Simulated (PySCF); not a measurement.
FHPbS, SMILES [SH][Pb][F] (connectivity only; charge and spin as stated), neutral, multiplicity 1.

Coordinates come from a B3LYP-D3(BJ)/def2-TZVP optimisation. The def2 effective core potentials stand for the cores of Pb; spin–orbit coupling is left out. One conformer was computed; it need not be the lowest.

Calculation: CAM-B3LYP/def2-TZVPD in PySCF.

The molecule is in vacuum.

Computed frontier levels, gap, dipole moment and polarisability:
| Quantity | Value |
|---|---|
| highest occupied level | -8.76 eV |
| lowest empty level | -1.94 eV |
| orbital gap | 6.82 eV |
| dipole moment | 4.90 D |
| quadrupole, principal values (traceless, Buckingham form, about the centre of nuclear charge) | -4.61, -1.80, 6.41 D·Å |
| mean static polarisability | 66.9 bohr³ (9.91 Å³) |
| polarisability, principal values | 49.6, 58.7, 92.3 bohr³ |
